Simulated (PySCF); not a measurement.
**Frontier levels across methods**

C2H5F3OSi.
Cartesian coordinates in Å at the PBE0-D3(BJ)/def2-SVP level; atoms count from 1:
```xyz
12
C2H5F3OSi angstrom
O      2.5600    1.2191    1.0456
Si     2.0664    0.6920   -0.4499
C      0.6092   -0.5099   -0.2617
C     -0.6232    0.1004    0.3343
F     -0.3414    0.7225    1.5019
F     -1.5723   -0.7992    0.6003
F     -1.1614    1.0224   -0.4702
H      1.8514    1.4980    1.6351
H      1.6503    1.8118   -1.3451
H      3.2045   -0.0509   -1.0519
H      0.3410   -0.9353   -1.2414
H      0.9242   -1.3431    0.3853
```

Basis pcSseg-1 throughout (PySCF), one geometry. Geometry: PBE0-D3(BJ)/def2-SVP, one conformer, isolated molecule.

**Question.** How do the orbital energies, the gap and the dipole change with the method?

**Answer.** 
| method | kind | HOMO (eV) | LUMO (eV) | gap (eV) | μ (D) | SCF cycles |
| --- | --- | --- | --- | --- | --- | --- |
| BLYP | GGA | -7.20 | -0.25 | 6.96 | 1.04 | 15 |
| PBE | GGA | -7.30 | -0.36 | 6.94 | 1.05 | 15 |
| B97-D | GGA | -7.36 | -0.19 | 7.18 | 1.08 | 15 |
| LDA | LDA | -7.43 | -0.64 | 6.80 | 1.13 | 15 |
| mPW1PW91 | global hybrid | -8.95 | 0.55 | 9.49 | 1.22 | 13 |
| CAM-B3LYP | range-separated hybrid | -10.33 | 1.57 | 11.89 | 1.22 | 13 |
| wB97X-D | range-separated hybrid | -10.84 | 2.37 | 13.20 | 1.25 | 13 |
| HF | Hartree–Fock | -12.66 | 3.88 | 16.54 | 1.46 | 10 |

The HOMO spans 5.46 eV, from BLYP down to HF, and the gap runs from 6.80 eV (LDA) to 16.54 eV (HF). Over the methods BLYP (0 %), PBE (0 %), B97-D (0 %), LDA (0 %), mPW1PW91 (25 %), HF (100 %), a straight line through the gap against the share of exact exchange rises by 0.96 eV for each 10 % (correlation coefficient 0.999). The dipole ranges from 1.04 D (BLYP) to 1.46 D (HF). This basis has no diffuse functions.
